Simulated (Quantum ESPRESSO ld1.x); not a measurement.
Results of a calculation; reference values are marked as such.
Question: The aim is neutral selenium in [Ar] 3d10 4s2 4p4. What will ld1.x (Quantum ESPRESSO 7.5) do with this input?

```
 &input
    zed=34.0,
    iswitch=1,
    rel=1,
    dft='PZ',
    config='[Ar] 3d10 4s2 4p4 5g1',
    prefix='ld1',
    max_out_wfc=37,
    file_charge='ld1.rho',
 /
```

Answer: Refused. The program stops in el_config with "l not found:G": the config string knows s, p, d and f alone.

Output (excerpt):

```
     Program LD1 v.7.5 starts

 %%%%%%%%%%%%%%%%%%%%%%%%%%%%%%%%%%%%%%%%%%%%%%%%%%%%%%%%%%%%%%%%%%%%%%%%%%%%%%
     Error in routine el_config (9):
     l not found:G
 %%%%%%%%%%%%%%%%%%%%%%%%%%%%%%%%%%%%%%%%%%%%%%%%%%%%%%%%%%%%%%%%%%%%%%%%%%%%%%

     stopping ...
```

Run on one thread of a shared host, so times are rough (Intel(R) Xeon(R) Processor @ 2.60GHz): 0.51 s of CPU time, 0.56 s wall.
